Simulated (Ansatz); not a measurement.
Q: Predict a relaxed structure of the cluster Ge2O4⁻ (the lowest doublet isomer of a short search), charge -1, doublet, at PBE-D4/def2-SVPD (Ansatz).

A: 
```
atom   x (Å)   y (Å)   z (Å)
 Ge1  -1.122  -0.018  -0.505
 Ge2   1.465  -0.274   0.263
  O3   0.370   0.878  -0.903
  O4  -0.277  -1.130   0.608
  O5   2.265   0.460   1.581
  O6  -2.702   0.084  -1.044
```
Point group Cs (tolerance 0.1 Å). This is one stationary point.

The relaxation made no stability test and no search for a lower SCF solution. The structure comes from a short search, and lower isomers may exist.
